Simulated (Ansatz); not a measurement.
The same path of AlF3 + H4Si (9 atoms, charge 0, multiplicity 1) was run 3 times with different band settings. Lost on the way: Si5–H9. Made: Al1–Si5, F2–H9.

Level of theory: RKS PBE/def2-SVP in Ansatz.

Relaxed end points:

```xyz
9
Properties=species:S:1:pos:R:3
Al -0.070 0.128 0.216
F 0.308 1.276 1.365
F 1.166 -0.576 -0.676
F -1.614 0.071 -0.413
Si 0.180 -2.733 1.076
H -0.360 -2.972 -0.295
H 1.659 -2.893 1.191
H -0.564 -3.530 2.105
H -0.153 -1.288 1.503
```

```xyz
9
Properties=species:S:1:pos:R:3
Al 0.079 -0.354 -0.176
F -0.211 0.064 1.763
F 1.490 0.486 -0.518
F -1.352 0.188 -0.865
Si 0.200 -2.663 0.642
H -0.873 -3.650 0.280
H 1.533 -3.351 0.726
H -0.109 -2.361 2.143
H -0.204 -0.876 2.075
```

Common settings: movable images 5; climbing image yes; spring 5.0 eV/Å²; optimiser quadratic models (default); iteration limit 60; end points relaxed.

| run | start path | force threshold |
| --- | --- | --- |
| 1 | through a guess of the saddle point | 0.03 eV/Å |
| 2 | through a guess of the saddle point | 0.5 eV/Å |
| 3 | straight line | 0.03 eV/Å |

(1) What does each run give, and how far can it be trusted?

Results:

(1) Run 1: converged after 14 iterations, highest image 1.486 eV above the first end. A vibrational analysis at the climbing image gives one clearly imaginary mode, 636i cm⁻¹, and a faint second one (38i cm⁻¹) that may be numerical noise or a soft torsion: probably a first-order saddle point.
Run 2: converged after 6 iterations, highest image 1.387 eV above the first end. The threshold of 0.5 eV/Å is loose, so the images may lie well off the minimum-energy path. The order of the point at the top wasn't checked.
Run 3: converged after 14 iterations, highest image 1.482 eV above the first end. The order of the point at the top wasn't checked.
The orbitals stay closed-shell, which can raise the energy where a bond breaks towards radicals; this wasn't checked here.
